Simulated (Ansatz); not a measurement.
CH$_{3}$Cl$_{2}$F$_{2}$NW (`C[N]=[W]([F])([F])([Cl])[Cl]`). The species carries charge 0 and has multiplicity 1. W takes the def2 core potential.

```xyz
10

C     0.192    1.023   -1.449
N     0.073    0.248   -0.275
W    -0.092   -0.704    1.124
F    -0.423    0.513    2.506
F     1.623   -0.780    1.867
Cl   -2.345   -1.149    1.165
Cl    0.306   -2.825    0.338
H     0.676    0.433   -2.233
H    -0.801    1.327   -1.793
H     0.791    1.915   -1.251
```

What are the harmonic wavenumbers in cm⁻¹ at PBE0-D4/def2-TZVP (Ansatz, finite differences of forces, unscaled)? (Estimate.)

Ansatz gave: 44, 75, 97, 114, 158, 188, 203, 296, 340, 343, 365, 400, 634, 650, 679, 1101, 1104, 1405, 1461, 1462, 1471, 3037, 3118, 3121.

Is this a minimum?

Yes, all 24 modes are real.

Give the ideal-gas thermochemistry at 298.15 K and 1 bar (rigid rotor, harmonic oscillator; point group Cs, symmetry number 1).

Zero-point energy 130.8 kJ/mol; H(298) − E = 159.4 kJ/mol; entropy 431.0 J/(mol·K), of which translation 180.9, rotation 125.0, vibration 125.2; G(298) − E = 30.9 kJ/mol. Modes under 100 cm⁻¹ are hindered rotations or soft bends, so the harmonic entropy is rough.

And at 400, 500, 600, 800 and 1000 K?


```tsv
T (K)	H − E (kJ/mol)	S (J/mol/K)	G − E (kJ/mol)
400	174.3	473.7	-15.2
500	190.2	509.2	-64.4
600	207.2	540.1	-116.9
800	243.5	592.3	-230.3
1000	282.2	635.4	-353.2
```
